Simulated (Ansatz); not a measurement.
Molecule: CF (charge +1, singlet). 
Geometry from a B3LYP-D3(BJ)/def2-TZVP (Ansatz, an electronic-structure program) optimisation:
```
C
F 1 1.1559
```
Charge +1, spin multiplicity 1.

Basis-set convergence of Hartree-Fock and CCSD(T) correlation energies (hartree) with Ansatz. Valence correlation only, unless marked. No spin-orbit coupling. Non-relativistic.

```json
[
 {"basis": "aug-cc-pVDZ", "functions": "46", "E(HF)": "-136.85870", "E(corr, CCSD(T))": "-0.31335"},
 {"basis": "aug-cc-pVTZ", "functions": "92", "E(HF)": "-136.90117", "E(corr, CCSD(T))": "-0.38069"},
 {"basis": "aug-cc-pVQZ", "functions": "160", "E(HF)": "-136.91121", "E(corr, CCSD(T))": "-0.40433"}
]
```

Extrapolating the two largest sets (X = 3 and 4) as X^-3: E(corr) = (64·(-0.40433) - 27·(-0.38069))/37 = -0.4216 Eh, an estimate of the basis-set limit. The largest set recovers 95.9 % of it, the smallest 74.3 %.
